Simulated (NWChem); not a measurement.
Species: CH5BrGe; SMILES [CH3][GeH2][Br]

```xyz
8

Ge     0.4025    -0.8672     0.0000
C     -1.2816    -1.8654     0.0000
Br    -0.1099     1.4160     0.0000
H      1.2457    -1.1317    -1.2758
H      1.2457    -1.1317     1.2758
H     -1.8711    -1.6093     0.9006
H     -1.0702    -2.9533     0.0000
H     -1.8711    -1.6093    -0.9006
```
Atoms are numbered in this order, from 1.

Computed with NWChem. Pople sets run with spherical d functions. Geometry: optimised at PBE-D3(BJ)/def2-SVP. Vzz is the largest principal value of the second derivative of the potential at the nucleus (NWChem prints the opposite sign); η is the asymmetry. Non-relativistic.

For level B3LYP/6-31G*:

Vzz Ge1 (a.u.): 1.522
Vzz Br3 (a.u.): 4.600

Problem. What are these values for level CAM-B3LYP/def2-TZVP?

Solution. Vzz Ge1 (a.u.): 1.988
Vzz Br3 (a.u.): 4.866
